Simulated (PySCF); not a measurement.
## Core binding energy against partial charge

Compound: C5H10SSi.
Cartesian coordinates in Å at the PBE0-D3(BJ)/def2-SVP level; atoms count from 1:
```
atom  x, y, z in Å
C1    -3.1837    0.0445    0.3923
C2    -2.0108   -0.0160   -0.5256
C3    -0.7071   -0.0758   -0.1900
C4    -0.1664   -0.0931    1.1526
C5     1.1421   -0.1537    1.4721
S6     2.4408   -0.2260    0.2782
Si7    4.1413   -0.2884    1.5860
H8    -2.9038    0.0472    1.4542
H9    -3.8564   -0.8134    0.2229
H10   -3.7843    0.9494    0.1993
H11   -2.2483   -0.0118   -1.5957
H12    0.0246   -0.1155   -1.0042
H13   -0.8652   -0.0543    1.9931
H14    1.4386   -0.1603    2.5253
H15    4.0877   -1.4819    2.4826
H16    4.2185    0.9395    2.4331
H17    5.3220   -0.3697    0.6815
```

Binding energies: delta-SCF UKS SCAN, pcX-2 on the ionised atom, pcseg-1 elsewhere, spin-free X2C (PySCF). Charges: PBE0/pcSseg-1 ground-state density, for the ionised atom.

```csv
atom,environment,C 1s (eV),Mulliken (e),IAO (e),Hirshfeld (e),ESP (e)
C2,alkene CH carbon,289.71,-0.213,-0.128,-0.032,-0.016
C4,alkene CH carbon,290.01,-0.123,-0.160,-0.066,+0.027
C3,alkene CH carbon,290.04,-0.137,-0.166,-0.065,-0.312
C5,alkene CH carbon,290.44,-0.266,-0.267,-0.069,-0.292
C1,allylic carbon,290.63,-0.229,-0.418,-0.112,-0.272
```

Task: How well does each charge scheme correlate with the binding energies over these sites?

Result: Mulliken: r = -0.51, slope -3.0 eV per e; ESP: r = -0.68, slope -1.5 eV per e; Hirshfeld: r = -0.91, slope -11.7 eV per e; IAO: r = -0.94, slope -2.9 eV per e. On 5 points no scheme stands out.

Task: The point-charge model writes a binding energy as kq + V + constant, with V the potential of the other atoms' charges at the site. What does it give with the Mulliken charges?

Result: V = Σ 14.40 eV Å × q/r over all other atoms: +0.55 eV at C2, -1.08 eV at C4, -0.76 eV at C3, +1.19 eV at C5, +3.13 eV at C1. Fitting binding energy − V to q gives k = 18.6 eV per e and leaves an rms residual of 0.79 eV, against 0.28 eV for the fit on q alone. The model has no term for differences in relaxation between sites.

The unrestricted hole states depart most from a pure doublet (⟨S²⟩ = 0.75; over 0.85 named) for C 1s of C3 (0.86), which makes this value less certain. Geometry: PBE0-D3(BJ)/def2-SVP, one conformer, isolated molecule.
